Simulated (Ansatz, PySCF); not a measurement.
Spin states of H4W (SMILES [WH4]), each relaxed with B3LYP-D3(BJ)/def2-TZVP.
State 1 (charge 0, multiplicity 3):
```json
[
 {"atom": "W", "x (Å)": "-0.0106", "y (Å)": "0.0059", "z (Å)": "-0.0115"},
 {"atom": "H", "x (Å)": "1.2237", "y (Å)": "-0.2397", "z (Å)": "1.1469"},
 {"atom": "H", "x (Å)": "-1.2246", "y (Å)": "1.0094", "z (Å)": "0.6553"},
 {"atom": "H", "x (Å)": "-0.6927", "y (Å)": "-1.5008", "z (Å)": "-0.4479"},
 {"atom": "H", "x (Å)": "0.6504", "y (Å)": "0.7550", "z (Å)": "-1.3999"}
]
```
State 2 (charge 0, multiplicity 1):
| atom | x (Å) | y (Å) | z (Å) |
|---|---|---|---|
| W | -0.0111 | 0.0064 | -0.0116 |
| H | 1.2035 | -0.3412 | 1.1393 |
| H | -1.2059 | 1.0757 | 0.5798 |
| H | -0.6259 | -1.5446 | -0.3819 |
| H | 0.5856 | 0.8334 | -1.3829 |

| level | energy of the multiplicity-1 state less that of the multiplicity-3 state (kcal/mol) | cost |
|---|---|---|
| HF/def2-TZVPP | 44.00 | - |
| PBE/def2-TZVPP | 32.24 | ×1 |
| BLYP-D4/def2-TZVPP | 29.03 | ×1 |
| r2SCAN/def2-TZVPP | 39.00 | ×2 |
| r2SCAN-D4/def2-TZVPP | 39.00 | ×2 |
| r2SCANh/def2-TZVPP | 39.26 | ×2 |
| B3LYP-D3(BJ)/def2-TZVPP | 30.30 | ×1 |
| BHLYP-D3(BJ)/def2-TZVPP | 34.85 | ×1 |
| BHLYP-D4/def2-TZVPP | 34.85 | ×1 |
| CAM-B3LYP-D3(BJ)/def2-TZVPP | 31.93 | ×1 |
| wB97M-V/def2-TZVPP | 30.28 | ×4 |
| SCS-MP2/def2-TZVPP | 27.33 | - |
| CCSD/def2-SVP | 32.31 | - |
| CCSD(T)/CBS(def2-SVP, def2-TZVPP) | 27.68 | ×10 |

The rows run from 27.33 (SCS-MP2/def2-TZVPP) to 44.00 kcal/mol (HF/def2-TZVPP). The dispersion term adds 0.00 in r2SCAN-D4. The 4 functionals in def2-TZVPP without D3 or D4 span 8.98, from wB97M-V to r2SCANh.

Singlets are restricted, other states unrestricted; no spin–orbit coupling, no relativity up to Kr; see below for the cores. The largest T1 diagnostic is 0.028.

Correlated levels freeze the inner cores; with def2 sets outer-core shells near the valence are correlated too. CBS(a, b) extrapolates the correlation energy as X⁻³ and adds the Hartree–Fock energy of set b.

Doubts at one or more of the structures used: a restricted determinant that unrestricted orbitals would lower (HF/def2-TZVPP, SCS-MP2/def2-TZVPP, CCSD/def2-SVP, CCSD(T)/CBS(def2-SVP, def2-TZVPP)).

Run with Ansatz (an electronic-structure program) with Gaussian orbitals; PySCF for the dispersion terms. Values without a source in brackets are computed. In def2 rows elements past Kr take small-core potentials, without spin–orbit coupling.

Costs are rough ratios of core time to PBE/def2-TZVPP (about 4 s over the structures, on one shared machine); a dash marks a level with no comparable run of its own.
